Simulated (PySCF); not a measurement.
Computed structure and properties of Yb(OH)3

System: Yb(OH)3 (singlet in the valence; each metal's 4f electrons, 13 of them, lie in its core potential, out of spins and levels); start: template (C3v). Method: PySCF 2.14.0, RKS PBE0, Yb lcecp-1-SVP with ECP59, O def2-SVP, H def2-SVP; non-relativistic Hamiltonian with scalar-relativistic core potentials where named; density fitting; no spin-orbit coupling.

Input of the relaxation:

```python
mol = gto.M(atom='''
Yb    -0.00000    -0.00000    -0.00470
O      2.10978     0.00002    -0.00470
H      3.00982     0.00003     0.34530
O     -1.05491     1.82711    -0.00470
H     -1.50494     2.60657     0.34530
O     -1.05487    -1.82713    -0.00470
H     -1.50489    -2.60660     0.34530''',
    basis={'Yb': 'lcecp-1-SVP', 'O': 'def2-SVP', 'H': 'def2-SVP'},
    ecp={'Yb': 'lcecp-1-SVP'},
    charge=0, spin=0)
mf = dft.RKS(mol, xc='PBE0')
mf.grids.atom_grid = (50, 194)  # f atoms: unpruned, at least (60, 302)
mf = mf.density_fit()  # fitting sets: Yb AutoAux, O def2-universal-JKFIT, H def2-universal-JKFIT
mf.conv_tol = 1e-08; mf.max_cycle = 55
mf.kernel(dm0)  # dm0: converged density of the start geometry
# quasi-Newton relaxation in Cartesian coordinates to a largest gradient under 0.00045 Eh/bohr, steps kept in the point group
```

Run from Python with OMP_NUM_THREADS=2; the lines above give its settings. Where DIIS fails, smearing, a level shift and second-order steps follow.
It took 92 s on 2 threads of Intel(R) Xeon(R) Platinum 8259CL CPU @ 2.50GHz (Skylake/Cascade Lake) (shared host), from the converged density of the start.

Course of the relaxation:

```csv
step,energy above end (eV),largest force component within the symmetry (eV/Å)
0,0.4710,1.534
1,0.1616,0.783
2,0.0655,0.466
3,0.0416,0.439
4,0.0306,0.128
5,0.0235,0.388
6,0.0166,0.504
7,0.0083,0.275
8,0.0037,0.079
9,0.0020,0.171
10,0.0005,0.093
11,0.0001,0.034
12,0.0000,0.008
13,0.0000,0.001
```

Relaxed geometry (D3h):

```xyz
7

Yb    0.0000    0.0000    0.1427
O     2.0013    0.0000    0.1448
H     2.9557    0.0000    0.1467
O    -1.0007    1.7332    0.1448
H    -1.4779    2.5597    0.1467
O    -1.0007   -1.7332    0.1448
H    -1.4778   -2.5597    0.1467
```

```json
{"contact": "Yb1–O2 (OH)", "Å": "2.001"}
{"contact": "Yb1–O4 (OH)", "Å": "2.001"}
{"contact": "Yb1–O6 (OH)", "Å": "2.001"}
```

On the finer grid (75, 302):

```json
{"HOMO": "-7.68 eV", "LUMO": "-1.29 eV", "Dipole about the centre of mass": "0.01 D", "Set of Mulliken populations of Yb1 outside the core potential": "s 2.17, p 6.40, d 1.31, f 0.07", "D3(BJ) dispersion energy (not in the energies)": "-0.081 eV"}
```

| atom | Mulliken (e) | Löwdin (e) | spin (e) |
| --- | --- | --- | --- |
| Yb1 | 1.05 | 0.65 | 0.00 |
| O2 | -0.52 | -0.30 | 0.00 |
| H3 | 0.18 | 0.08 | 0.00 |
| O4 | -0.52 | -0.30 | 0.00 |
| H5 | 0.18 | 0.08 | 0.00 |
| O6 | -0.52 | -0.30 | 0.00 |
| H7 | 0.18 | 0.08 | 0.00 |

The 4f levels lie in the core potential and are missing. Their spin isn't counted.

On the grid (50, 194), as all that follows. Harmonic modes: a minimum within the noise of the softest modes; lowest 50 cm⁻¹ (negative: unstable), highest 4042 cm⁻¹, zero-point energy 1.042 eV.

Taking off one OH (charge -1, singlet; the rest: singlet) in vacuum, both parts rigid, costs 11.54 eV; the small basis without counterpoise inflates it. Most of it is the attraction of opposite charges; other ways to part are cheaper, and one spin state was tried for the rest.

Rigid scan of OH along the line from its metal:

distance to O2 (Å), energy (eV) and a bar:
```
     1.70      1.569 #########
     1.80      0.594 ####
     1.90      0.127 #
     2.00      0.000 
     2.10      0.095 #
     2.20      0.331 ##
     2.40      1.023 ######
     2.70      2.212 #############
     3.10      3.651 ######################
     3.60      5.037 ##############################
```

One start shape was tried, so this needn't be the lowest isomer.

An lcecp potential fixes the number of 4f electrons, so in runs with it no electron can move into or out of that shell.
